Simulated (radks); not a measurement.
Results of a calculation; reference values are marked as such.
Q: Fe21.1+, 4.9 electrons, occupied as [He] 2s1.9 2p1 (fractional occupations, a model configuration). Code: a radial shooting solver on a logarithmic mesh with Libxc functionals. Model: non-relativistic Kohn-Sham, LDA (Slater exchange, Perdew-Wang correlation), spin-unpolarised, spherical densities, point nucleus. Some entries of the table are withheld. Estimate them.

orbital  occ.  eigenvalue (hartree)  r(max) (bohr)
1s          2                   (1)            (2)
2s        1.9                   (3)            (4)
2p          1             -63.73956            (5)

A: 
(1) 1s eigenvalue (hartree): -300.2175
(2) 1s r(max) (bohr): 0.03895
(3) 2s eigenvalue (hartree): -66.02191
(4) 2s r(max) (bohr): 0.2136
(5) 2p r(max) (bohr): 0.1677
